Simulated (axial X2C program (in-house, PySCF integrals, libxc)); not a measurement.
Spin–orbit effects down a group: molecules with Zn (ions), MP2

Computed with an axial X2C code built on PySCF integrals, spin-free (one-electron X2C) or two-component (2c: spin–orbit coupling with atomic mean-field Coulomb and Gaunt terms, which also bring small scalar terms), in Dyall basis sets with cores contracted in-house; open shells are unrestricted.

Basis sets: H dyall-v3z, Li dyall-cv3z, Na dyall-v3z, Zn dyall-cv3z, Zn dyall-v3z. Frozen shells (counts by l): ZnH⁺ Zn 3s2p, H none, 12 electrons correlated; LiZn⁺ Zn 3s2p, Li 1s, 12 electrons correlated; NaZn⁺ Zn 3s2p, Na 1s, 20 electrons correlated. Where the outer core of a metal is frozen, bonds come out longer and ionisation energies lower. Frozen cores can differ along the series, which adds to the trend.

```json
{"molecule": "ZnH⁺", "spin-free state": "M_S = 0, Λ = 0", "Re (Å)": "1.484", "ωe (cm⁻¹)": "2073.9", "De (eV)": "2.28", "2c state": "Ω = 0", "Re 2c (Å)": "1.484", "ωe 2c (cm⁻¹)": "2072.8", "De 2c (eV)": "2.28"}
{"molecule": "LiZn⁺", "spin-free state": "M_S = 0, Λ = 0", "Re (Å)": "2.702", "ωe (cm⁻¹)": "247.5", "De (eV)": "0.56", "2c state": "Ω = 0", "Re 2c (Å)": "2.702", "ωe 2c (cm⁻¹)": "247.5", "De 2c (eV)": "0.56"}
{"molecule": "NaZn⁺", "spin-free state": "M_S = 0, Λ = 0", "Re (Å)": "3.000", "ωe (cm⁻¹)": "126.3", "De (eV)": "0.37", "2c state": "Ω = 0", "Re 2c (Å)": "3.000", "ωe 2c (cm⁻¹)": "126.3", "De 2c (eV)": "0.37"}
```

Q: Work out the shifts from the spin-free to the two-component result.

A: 

```csv
molecule,2c state,ΔRe (Å),Δωe (cm⁻¹),ΔDe (eV)
ZnH⁺,Ω = 0,0.000,-1.1,0.00
LiZn⁺,Ω = 0,0.000,0.0,0.00
NaZn⁺,Ω = 0,0.000,0.0,0.00
```

Shifts of one unit in the last digit are rounding.

Fragments in 2c: Zn+ + H, Zn + Li+, Zn + Na+. Each entry is the lowest single determinant of a limited PBE0 search at one distance. De goes to single-determinant-based atoms at the same level (for ions the charge split of lowest energy) and is withheld (n/a) where an atom does not fit its ground term or J level. Main or longest-lived isotopes.
